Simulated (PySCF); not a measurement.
# How methods differ on the ionisation energy of I

I [Kr] 4d10 5s2 5p5 (2P) → I⁺ [Kr] 4d10 5s2 5p4 (3P), as a difference of total energies. Calculation: PySCF 2.14, in cc-pV5Z-PP with ECP28MDF (7s7p5d3f2g1h, 103 functions); a scalar-relativistic core potential. Correlated levels: valence: 4s2 4p6 4d10 frozen. The calculations carry no spin-orbit coupling.

```json
{"method": "UHF", "ionisation energy (eV)": "9.535", "error (eV)": "-0.984"}
{"method": "LDA", "ionisation energy (eV)": "10.787", "error (eV)": "+0.268"}
{"method": "PBE", "ionisation energy (eV)": "10.500", "error (eV)": "-0.019"}
{"method": "PBE0", "ionisation energy (eV)": "10.523", "error (eV)": "+0.004"}
{"method": "r2SCAN", "ionisation energy (eV)": "10.527", "error (eV)": "+0.008"}
{"method": "TPSS", "ionisation energy (eV)": "10.519", "error (eV)": "0.000"}
{"method": "M06-L", "ionisation energy (eV)": "10.308", "error (eV)": "-0.211"}
{"method": "wB97X-V", "ionisation energy (eV)": "10.612", "error (eV)": "+0.093"}
{"method": "ROHF", "ionisation energy (eV)": "9.558", "error (eV)": "-0.961"}
{"method": "MP2 (valence)", "ionisation energy (eV)": "10.422", "error (eV)": "-0.097"}
{"method": "SCS-MP2 (valence)", "ionisation energy (eV)": "10.449", "error (eV)": "-0.070"}
```

Reference: 10.519 eV (measured; NIST levels, between the centres of gravity of the two terms).

Errors of the correlated levels include the incompleteness of this basis and the frozen core.
